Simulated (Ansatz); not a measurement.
`B[SiH2][SiH2]O` + `CB[SiH2]C` → `B[SiH2]B[SiH2]C` + `C[SiH2]O`  (redistribution)

Calculated with Ansatz (gas phase, PBE0-D4/def2-TZVP geometries, no zero-point term in ΔE). CCSD(T)/CBS adds triple-zeta CCSD(T) − MP2 to the extrapolated MP2 energy (def2 sets, frozen cores). This one scheme is used for every species. DFT in def2-TZVPP. B3LYP here is the variant with VWN-RPA as its local correlation; programs differ in this. One conformer a species, not always the lowest.

Question: Is it downhill or uphill in electronic energy at CCSD(T)/CBS, and by how much? (An estimate is asked.)

Answer: Computed: Nearly level: ΔE = +2.7 kJ/mol.

Question: What do these levels give: PBE0-D4, ωB97M-V, PBE0, B3LYP, SCS-MP2/def2-TZVPP, CCSD/def2-TZVPP? (Estimate.)

Answer: Computed: PBE0-D4 10.0, ωB97M-V 4.6, PBE0 11.9, B3LYP 11.0, SCS-MP2/def2-TZVPP 3.3, CCSD/def2-TZVPP 3.5 kJ/mol.

Largest T1 diagnostic among the species: 0.015.

In def2-TZVPP, CCSD(T) changes the Hartree–Fock value by −4.0 kJ/mol (the triples alone add −0.5 kJ/mol) and MP2 by −4.3 kJ/mol. The D4 term adds −3.2 kJ/mol with B3LYP and −1.9 kJ/mol with PBE0; it sums over pairs of atoms, weighted by their polarisabilities, and B3LYP, whose exchange is more repulsive, gets the larger term.
